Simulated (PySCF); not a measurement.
Ge(H)3(OAc) (C2H6GeO2), SMILES C(=O)(C)[O][GeH3]. Coordinates come from a B3LYP-D3(BJ)/def2-SVP optimisation.

**Question.** Give the equilibrium geometry at B3LYP-D3(BJ)/def2-SVP (PySCF confirms it by a frequency run) as a Z-matrix, and its point group. (The exact figures need the calculation; the answer reports its results.)

**Answer.** point group Cs.
```
C
O 1 1.2124
O 1 1.3375 2 122.20
C 1 1.5079 2 124.95 3 180.00
H 4 1.0962 1 110.00 2 0.00
H 4 1.1008 5 110.25 1 121.01
H 4 1.1008 5 110.25 6 117.99
Ge 3 1.8473 1 114.76 2 0.00
H 8 1.5339 3 108.95 1 -62.19
H 8 1.5339 9 113.56 3 -121.62
H 8 1.5368 9 111.98 10 -128.06
```
